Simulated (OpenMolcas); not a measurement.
W2+ in a point-charge field

W2+ among 8 point charges of -1.2 e arranged as a cube (Oh), 2.21 Å from the ion. The active orbitals were held to one l.
```
   1.2759    1.2759    1.2759  -1.20
   1.2759    1.2759   -1.2759  -1.20
   1.2759   -1.2759    1.2759  -1.20
   1.2759   -1.2759   -1.2759  -1.20
  -1.2759    1.2759    1.2759  -1.20
  -1.2759    1.2759   -1.2759  -1.20
  -1.2759   -1.2759    1.2759  -1.20
  -1.2759   -1.2759   -1.2759  -1.20
```

```yaml
Program: OpenMolcas
Method: CASSCF
Basis: ANO-RCC-VTZP [8s7p5d3f2g1h]
Scalar_Hamiltonian: DKH2, point nucleus
Active_space: 4 electrons in 5 orbitals (5d)
State_averaging: 2S+1 = 5 even, 5 roots; 2S+1 = 3 even, 45 roots; 2S+1 = 1 even, 50 roots
Spin-orbit_coupling: state interaction with AMFI integrals over the reference wave functions
```

The lowest spin-free states (labels of O, the rotations of Oh), above the lowest:

```tsv
State	Degeneracy	E (cm-1)	Free-ion L (%)
5T2	3	0.0	D (100)
1A1	1	5284	G (54)
3T1	3	5971	H (48)
5E	2	8747	D (100)
3T2	3	9093	H (38)
1T1	3	12123	I (58)
3T1	3	13589	H (56)
3T2	3	14843	G (54)
3T1	3	17100	G (43)
3E	2	17440	H (47)
1T2	3	17916	I (70)
3T2	3	19489	D (52)
1E	2	21067	G (71)
1T2	3	21865	I (39)
1A1	1	22113	I (52)
3A2	1	22881	F (100)
3E	2	23311	G (51)
3T1	3	24172	H (56)
1T1	3	24838	G (51)
1A2	1	25360	I (74)
```

The lowest levels with spin-orbit coupling:

```csv
E (cm-1),Degeneracy,Label,2S+1
0.0,1,A1,5 (59 %)
2172,3,T1,5 (84 %)
3423,3,T2,5
4910,2,E,5
5378,3,T1,5
6460,3,T2,5
6703,1,A1,1 (38 %)
10193,2,E,3 (89 %)
11281,1,A2,3 (80 %)
11322,3,T1,3 (86 %)
11665,3,T2,3
12004,3,T1,3 (41 %)
12681,3,T2,5 (59 %)
12724,1,A1,5 (58 %)
13573,2,E,5 (74 %)
14230,1,A2,5 (73 %)
14369,3,T1,3 (48 %)
14725,1,A1,1 (46 %)
14770,3,T2,3 (66 %)
16286,2,E,3
```

Powder χT (cm3 K/mol): 0.00131 at 2 K, 0.00653 at 10 K, 0.0326 at 50 K, 0.0653 at 100 K, 0.131 at 200 K, 0.196 at 300 K. The effective moment at 300 K is 2.828 √(χT) = 1.25 μB.

Spin-orbit coupling mixes the spin-free states strongly: the lowest level takes only 55 % from its leading state, 5T2. Without dynamic correlation the repulsion within the d shell is too large (B by tens of per cent), so at a given field states of lower spin stand too high. This shell can be high or low spin here, a state of another spin lies low, and with metal d orbitals alone active their balance is uncertain, so the ground spin may be wrong. Point charges give a weaker field than real ligands, and real ions of this kind are as a rule low spin; the high spin found here belongs to the model. This is an electrostatic model: the charges have no orbitals. No measured value stands beside these numbers.
